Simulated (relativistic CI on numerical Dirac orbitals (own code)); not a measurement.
Hyperfine structure of Hf65+, mass number 179

Method of calculation: Dirac-Coulomb-Breit CI, KLI orbitals optimised for each configuration, QED by a radiative potential, unscaled Slater integrals (own radial code, finite nucleus).

Configuration list (outside the closed core 1s2): 2s²2p³, 2s2p⁴, 2p⁵, 2p⁴3s, 2p⁴3p, 2s²2p²3s, 2p⁴3d, 2s²2p²3p, 2s²2p²3d, 2s2p³3s, 2s2p³3p, 2s2p³3d, 2s²2p²4s, 2s²2p²4p, 2s²2p²4d, 2s²2p²4f. Levels of other configurations are missing.

Nuclear spin I = 9/2, μ = -0.6389 μN, Q = 3.79 b (tables of Stone and Pyykkö). The electronic factors are computed for point nuclear moments, without core polarisation or the Bohr-Weisskopf and QED corrections.

| Level | E (10³ cm⁻¹) | A (GHz) | B (GHz) |
| --- | --- | --- | --- |
| 2s²2p³ ²D°5/2 | 10040.6 | -276.9 | -12 |
| 2s²2p³ ²P°1/2 | 10446.7 | -945.8 |  |
| 2s2p⁴ ⁴P5/2 | 12533.8 | -674.2 | 745 |
| 2s2p⁴ ²S1/2 | 13365.1 | -2931 |  |
| 2s2p⁴ ²P3/2 | 13377.3 | 455.1 | -615 |
| 2s²2p³ ²P°3/2 | 20322.0 | -111.3 | -5870 |
| 2s2p⁴ ⁴P3/2 | 22604.1 | -686.2 | -4440 |
| 2s2p⁴ ²D5/2 | 22935.1 | -844.5 | -6460 |

Levels with J = 0, under 50 % of one LS term, or S terms without an open s electron are left out. Small factors come from cancelling terms and can be off by tens of per cent or more.

At this charge energies of transitions that change n are usually good to better than 1 %, and those within a shell (Δn = 0) to a few per cent.

(1) Give the hyperfine levels of 2s²2p³ ²P°1/2 relative to its centre of gravity.

## Answers

(1) With K = F(F + 1) − I(I + 1) − J(J + 1), E = AK/2: F = 4: 2601, F = 5: -2128 GHz.

LS names give the leading component of a level, which can be under half, so a name can repeat, a term be missing and a line seem to break the LS rules.
